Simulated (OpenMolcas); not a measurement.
## Ni4+: effect of the basis set

- Program: OpenMolcas
- Method: MS-RASPT2, IPEA 0.25 Eh, imaginary shift 0.1 Eh (closed shells correlated: 3s)
- Active space: 12 electrons in 8 orbitals (RAS1 3p, at most 2 holes; RAS2 3d)
- State averaging: 2S+1 = 5 even, 5 roots; 2S+1 = 3 even, 45 roots; 2S+1 = 1 even, 44 roots
- Spin-orbit coupling: state interaction with AMFI integrals over the reference wave functions, term energies averaged over their components

A. ANO-RCC-VTZP [6s5p3d2f1g], DKH2, point nucleus; CASPT2 step about 70 core-seconds
B. ANO-R2 [6s5p4d2f1g], X2C, finite nucleus; CASPT2 step of the order of 60 core-seconds
C. ANO-RCC-VQZP [7s6p4d3f2g1h], DKH2, point nucleus; CASPT2 step of the order of 90 core-seconds

Energies in cm-1 above 3d6 5D4, the measured ground level; measured values from Corliss and Sugar, J. Phys. Chem. Ref. Data 10, 197 (1981).

```json
{"Level": "3d6 5D4", "A": "0.0", "B": "0.0", "C": "0.0", "Measured": "0.0"}
{"Level": "3d6 5D3", "A": "862", "B": "855", "C": "856", "Measured": "890"}
{"Level": "3d6 5D2", "A": "1448", "B": "1437", "C": "1438", "Measured": "1490"}
{"Level": "3d6 5D1", "A": "1822", "B": "1808", "C": "1809", "Measured": "1872"}
{"Level": "3d6 5D0", "A": "2000", "B": "1989", "C": "1990", "Measured": "2058"}
{"Level": "3d6 3P2(1)", "A": "26800", "B": "26860", "C": "26480", "Measured": "26153"}
{"Level": "3d6 3H6", "A": "27460", "B": "27450", "C": "26990", "Measured": "27111"}
{"Level": "3d6 3H5", "A": "27860", "B": "27850", "C": "27390", "Measured": "27578"}
{"Level": "3d6 3H4", "A": "28110", "B": "28100", "C": "27640", "Measured": "27859"}
{"Level": "3d6 3P1(1)", "A": "29320", "B": "29370", "C": "28990", "Measured": "28698"}
{"Level": "3d6 3F4(1)", "A": "29680", "B": "29710", "C": "29280", "Measured": "29124"}
{"Level": "3d6 3F3(1)", "A": "30120", "B": "30150", "C": "29720", "Measured": "29571"}
{"Level": "3d6 3P0(1)", "A": "30300", "B": "30340", "C": "29960", "Measured": "29640"}
{"Level": "3d6 3F2(1)", "A": "30460", "B": "30480", "C": "30050", "Measured": "29899"}
{"Level": "3d6 3G5", "A": "33830", "B": "33820", "C": "33380", "Measured": "33256"}
{"Level": "3d6 3G4", "A": "34610", "B": "34590", "C": "34150", "Measured": "34062"}
{"Level": "3d6 3G3", "A": "34910", "B": "34900", "C": "34460", "Measured": "34416"}
{"Level": "3d6 1I6", "A": "41830", "B": "41810", "C": "41130", "Measured": "41252"}
{"Level": "3d6 3D2", "A": "42590", "B": "42570", "C": "42140", "Measured": "41627"}
{"Level": "3d6 3D1", "A": "42590", "B": "42570", "C": "42140", "Measured": "41701"}
{"Level": "3d6 3D3", "A": "42870", "B": "42840", "C": "42410", "Measured": "41920"}
{"Level": "3d6 1G4(1)", "A": "43120", "B": "43140", "C": "42550", "Measured": "42208"}
{"Level": "3d6 1S0", "A": "48720", "B": "48800", "C": "48200", "Measured": "47700"}
{"Level": "3d6 1D2", "A": "50500", "B": "50520", "C": "49940", "Measured": "48607"}
```

Deviations, from unrounded energies. A percentage is the sum of absolute deviations over the sum of measured energies, with the sign that they share, or ± where signs differ.

| Against measurement | Levels | A | B | C |
| --- | --- | --- | --- | --- |
| mean absolute deviation (cm-1) | 23 | 590 | 600 | 270 |
| fine structure of the ground term (%) | 4 | -2.7 | -3.5 | -3.4 |
| other terms of the ground configuration (%) | 19 | +2.0 | +2.0 | ±0.9 |

C lies closest to measurement on these levels and B furthest from it. The largest miss of C in the table is 3d6 1D2, by +1300 cm-1. The ranking rests on the paired levels alone, and a cruder setting can come out closer through cancelling errors.

Among A to C the level of the table that moves most is 3d6 1I6, by 710 cm-1 (lowest in C, highest in A). Moves below CASPT2's spread within the term are not significant.

CASPT2 does not keep the components of a term degenerate, so their means are used; among the terms shown or strongly mixed into the levels shown the widest spread is 1100 cm-1 (3d6 1I, C). Active for correlation alone: 3p; no level in the range computed is led by a configuration that opens it, so any true level of that kind is missing. The CASPT2 spread within a term exceeds the gap to the next term for 3d6 3H and 3d6 3P(1), 3d6 3D and 3d6 1G(1), so the order of their levels is uncertain (figures for A; the like holds for B, C). Measured partners are found by configuration, term and J. A level has none where our copy of the source lacks it or the pairing is in doubt (some pairs that miss far off the trend of their configuration count as doubtful), and it then counts in no deviation. Only configurations of the active space appear. The table leaves out levels that lie high or whose names do not pair safely across all columns.

A number in round brackets counts repeated terms of one configuration in the order of the reference energies.
